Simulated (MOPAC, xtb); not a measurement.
Relaxed torsion scan: C₂H₉NSi, SMILES CC[SiH2]N, singlet. Scanned: dihedral C2–Si3–N4–H12; all other coordinates were relaxed at GFN2-xTB. Heavy atoms are numbered in the order of the SMILES CC[SiH2]N, hydrogens after them in the order of the atoms that carry them; the mirror image has the same energies with the sign of each dihedral reversed.

- PM3, restricted, heats of formation // GFN2-xTB (MOPAC)
- GFN1-xTB // GFN2-xTB (xtb)
- PM6, restricted, heats of formation // GFN2-xTB (MOPAC)

Energies in eV, each method relative to its own lowest point.

| φ / ° | PM3 | GFN1-xTB | PM6 |
|---|---|---|---|
| -150 | 0.045 | 0.100 | 0.131 |
| -120 | 0.045 | 0.073 | 0.054 |
| -90 | 0.000 | 0.122 | 0.158 |
| -60 | 0.022 | 0.080 | 0.139 |
| -30 | 0.065 | 0.048 | 0.086 |
| 0 | 0.156 | 0.000 | 0.000 |
| 30 | 0.065 | 0.048 | 0.086 |
| 60 | 0.022 | 0.079 | 0.138 |
| 90 | 0.000 | 0.122 | 0.157 |
| 120 | 0.026 | 0.069 | 0.060 |
| 150 | 0.038 | 0.048 | 0.075 |
| 180 | 0.040 | 0.065 | 0.119 |
